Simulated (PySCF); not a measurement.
C₃H₁₀OSi₂, SMILES [SiH3][Si](C)(C=O)C.

The structure is a stationary point at B3LYP-D3(BJ)/def2-SVP. This is a generated structure with no PubChem entry under its InChIKey; it may be hypothetical. One conformer was computed; it need not be the lowest.

Two levels are set side by side: PBE/def2-TZVP (PySCF) and ωB97X/def2-TZVP (PySCF). Same geometry, gas phase. Differences are taken from unrounded values.

| quantity | ωB97X | PBE | PBE minus ωB97X |
|---|---|---|---|
| orbital gap (eV) | 9.78 | 2.68 | -7.10 |
| highest occupied level (eV) | -9.11 | -5.32 | 3.79 |
| lowest empty level (eV) | 0.67 | -2.64 | -3.30 |
| dipole moment (D) | 2.68 | 2.48 | -0.20 |
| mean polarisability (bohr³) | 94.8 | 101.6 | 6.8 |

PBE's occupied levels lie high since its potential decays too fast outside the molecule; exact exchange lowers them and widens the gap. Loosely held outer electrons make PBE densities more polarisable. Differences between two approximate levels are no errors against the true value.

Rough cost on one machine, each run with all the roots and properties that it gave: ωB97X against PBE within a factor of 2.
